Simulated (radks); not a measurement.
The numbers below are computed, except where a source is named.
The mean radii <r> (bohr) of the occupied orbitals of an atom or ion are listed with their occupations. Level of theory: scalar-relativistic Kohn-Sham, BLYP, spin-polarised, spherical densities, finite nucleus; Fermi nuclear charge, rms radius of each element as measured or else 0.836 A^(1/3) + 0.57 fm (a radial shooting solver on a logarithmic mesh with Libxc functionals).

| orbital | occ. | <r> |
|---|---|---|
| 1s down | 1 | 0.02363 |
| 1s up | 1 | 0.02363 |
| 2s up | 1 | 0.1010 |
| 2s down | 1 | 0.1010 |
| 2p up | 3 | 0.08880 |
| 2p down | 3 | 0.08880 |
| 3s up | 1 | 0.2664 |
| 3s down | 1 | 0.2664 |
| 3p up | 3 | 0.2646 |
| 3p down | 3 | 0.2645 |
| 3d up | 5 | 0.2419 |
| 3d down | 5 | 0.2417 |
| 4s up | 1 | 0.6049 |
| 4s down | 1 | 0.6048 |
| 4p up | 3 | 0.6393 |
| 4p down | 3 | 0.6393 |
| 4d up | 5 | 0.6975 |
| 4d down | 5 | 0.6979 |
| 5s up | 1 | 1.394 |
| 5s down | 1 | 1.401 |
| 5p up | 3 | 1.576 |
| 5p down | 3 | 1.586 |
| 4f up | 2 | 0.8967 |

Name the element and its charge. Open shells, if any, are filled with parallel spins first.

Answer. Z = 60, neodymium, charge +4: Nd4+ in [Xe] 4f2. The 1s radius gives Z: for a bare nucleus <r> = (2 gamma + 1)/(2Z) with gamma = sqrt(1 - (Z/c)^2), 0.02332 bohr for Z = 60, and screening makes it slightly larger (0.02363 here). The occupations add up to 56, and the charge is Z minus that.
